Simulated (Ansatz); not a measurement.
Two structures of SiNH3Cl4, closed shell, reached by relaxing down either side of one saddle point (PBE0-D4/def2-TZVP). Energies are electronic, without zero-point energy. Ansatz 0.2.0; basis: def2-TZVPP and def2-QZVPP; cores frozen in the correlated methods. Extrapolation: Hartree–Fock as exp(−7.88 √X), correlation as X^−2.97. First:

Si1  (-0.398, -0.676, -0.395)
Cl2  (1.497, -1.053, -1.164)
Cl3  (-1.348, -2.289, -1.338)
Cl4  (-0.828, -1.272, 1.550)
Cl5  (-1.561, 0.809, -1.271)
H6  (0.944, 1.540, -0.158)
N7  (0.541, 0.919, 0.537)
H8  (-0.129, 1.440, 1.094)
H9  (1.281, 0.581, 1.144)
(Å)

Second:

```
9
angstrom
Si -0.9740 -0.4975 0.2127
Cl 2.2756 0.6960 -2.0215
Cl -0.3439 -2.3138 -0.4145
Cl -2.2438 -0.7679 1.7803
Cl -1.9665 0.4919 -1.2452
H 1.4959 0.5649 -0.9803
N 0.4173 0.4224 0.5960
H 0.2682 1.3966 0.8256
H 1.0713 0.0073 1.2471
```

Problem. Which bonds change from the first to the second?

Solution. SiCl₄ ([Cl][Si]([Cl])([Cl])[Cl]) + NH₃ → SiNH₂Cl₃ ([NH2][Si]([Cl])([Cl])[Cl]) + HCl; bonds formed: Cl2–H6; dative contacts that become bonds: Si1–N7; bonds broken: Si1–Cl2, H6–N7.

Problem. Give the saddle point's structure and its height above each. (An estimate is asked for; the value comes from the calculation.)

Solution. The calculation gives: 92.5 kJ/mol above the first and 71.1 kJ/mol above the second (CCSD(T) at an estimated basis limit (MP2 extrapolated from triple and quadruple zeta, plus CCSD(T) − MP2 in triple zeta)).
```
9
angstrom
Si -0.7098 -0.4555 -0.1564
Cl 1.3869 0.2038 -2.0003
Cl -0.1745 -2.3475 -0.5640
Cl -1.9000 -0.6404 1.5248
Cl -1.8611 0.5799 -1.4354
H 1.2690 0.6420 -0.2968
N 0.6242 0.5398 0.6064
H 0.2829 1.4331 0.9538
H 1.0824 0.0445 1.3680
```

T1 diagnostic: at most 0.010.

The step is the kind of exchange with an N–H group that builds nitride films in atomic layer and chemical vapour deposition.

Labels in which every atom is bracketed show which atoms are joined, not bond orders.

For scale, one of the runs: CCSD(T)/def2-TZVPP, 283 basis functions, launched by `ansatz run in.yaml --threads 8 --pin off --events-out ev --progress --plain --max-ram 19148MiB`. Hardware: 8 CPU threads of an Intel Xeon, shared host. Wall time 3.9 min; peak host memory 7.5 GiB.
